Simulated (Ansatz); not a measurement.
CH₅F₂NOSi, SMILES `N[C@@H](F)[Si@@H](O)F`, charge 0, multiplicity 1.

(1) Give a relaxed structure at PBE0-D4/def2-TZVP (Ansatz 0.2.0). (Estimate.)

Answers

(1) The calculation gave: 
Z-matrix (Å, degrees):
```
C
F 1 1.431
Si 1 1.887 2 105.8
N 1 1.397 2 113.5 3 122.5
H 1 1.094 2 104.6 3 -118.0
O 3 1.632 1 105.1 2 85.9
F 3 1.595 1 109.0 2 -155.3
H 3 1.479 1 113.4 2 -36.9
H 4 1.010 1 114.5 2 62.6
H 4 1.010 1 114.0 2 -67.3
H 6 0.957 3 119.9 1 -164.0
```
This is one stationary point; other conformers may exist.
